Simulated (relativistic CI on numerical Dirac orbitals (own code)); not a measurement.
# Ir3+: 5p photoemission

Computed with this model: Dirac-Coulomb-Breit CI, separate exchange-only KLI orbitals for each configuration, QED by a radiative potential, valence Slater integrals scaled by 0.8, multiplet model of photoemission in the sudden approximation; configurations [Xe] 4f14 5d6 → [Kr] 4d10 4f14 5s2 5p5 5d6; 300 K; Lorentzian 2.1 eV and Gaussian 0.6 eV FWHM. Energies are those of the free ion, without screening or charge transfer. The energies are binding energies and can lie tens of eV above those of solids. S is read from ⟨S²⟩ = S(S + 1).

Field parameters in Wybourne normalisation: Oh B⁴₀ = 21Dq, B⁴₄ = √(5/14) B⁴₀. The field is a parameter set, without covalency.

free ion: ground-state S = 1.85, centroid 96.55 eV. Peaks (eV, height): 87.8 (100), 97.0 (33), 107.8 (43), 110.4 (47).

Oh, 10Dq = 19350 cm⁻¹: ground-state S = 0.47, centroid 96.71 eV. Peaks (eV, height): 90.0 (100), 95.2 (21), 106.6 (37), 108.8 (34).

Oh, 10Dq = 31700 cm⁻¹: ground-state S = 0.20, centroid 96.80 eV. Peaks (eV, height): 90.6 (100), 97.8 (14), 106.4 (40), 110.2 (15).

Oh, 10Dq = 44050 cm⁻¹: ground-state S = 0.11, centroid 96.83 eV. Peaks (eV, height): 90.8 (100), 97.4 (10), 100.0 (11), 106.6 (40), 111.8 (9).

Strongest unbroadened transitions for Oh, 10Dq = 44050 cm⁻¹:

| Energy (eV) | Relative strength |
| --- | --- |
| 90.89 | 100.0 |
| 93.15 | 1.0 |
| 94.34 | 1.3 |
| 97.25 | 2.5 |
| 98.55 | 1.3 |
| 99.69 | 1.7 |
| 100.25 | 2.0 |
| 100.78 | 0.9 |
| 105.57 | 0.8 |
| 106.33 | 3.3 |
| 106.44 | 14.3 |
| 106.66 | 14.8 |
| 106.91 | 1.4 |
| 107.14 | 4.3 |
| 107.36 | 0.8 |
| 111.63 | 0.6 |
| 111.98 | 4.3 |
| 114.24 | 2.0 |
